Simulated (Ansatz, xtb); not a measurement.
Gas-phase reaction 3 R1 + R2 → P1 + 4 P2, each structure at its B3LYP-D3(BJ)/def2-TZVP stationary point, reached from a drawn start (curvature not checked).
P1, H2O3Si (SMILES O=[Si](O)O) (charge 0, multiplicity 1):
```xyz
6

Si     0.00000     0.26758     0.00000
O      0.00000     1.78294     0.00000
O      1.27449    -0.72757     0.00000
O     -1.27449    -0.72757     0.00000
H      2.13639    -0.29759     0.00000
H     -2.13639    -0.29759     0.00000
```
P2, H2 (SMILES [H][H]) (charge 0, multiplicity 1, Z-matrix in Å and degrees):
```
H
H 1 0.7440
```
R1, H2O (SMILES O) (charge 0, multiplicity 1):
```xyz
3

O      0.00000     0.00000     0.38961
H      0.00000     0.76499    -0.19486
H      0.00000    -0.76499    -0.19486
```
R2: SiH4 (SMILES [SiH4]), charge 0, multiplicity 1.

P less R. No zero-point or thermal terms. One arrangement of each flexible species, with no search for the lowest.

Frozen-core correlation throughout.

Run with Ansatz (Gaussian orbitals); xtb for the GFN methods. All values are computed, each at the level named.

Problem. Give the reaction energy at the level GFN2-xTB.

Solution. -1.09 eV

Problem. Give the reaction energy at the level CCSD(T)/cc-pV(Q+d)Z.

Solution. -0.76 eV

Problem. What reaction energy does HF/cc-pV(D+d)Z give?

Solution. 0.33 eV

Ansatz is a quantum-chemistry and plane-wave program.
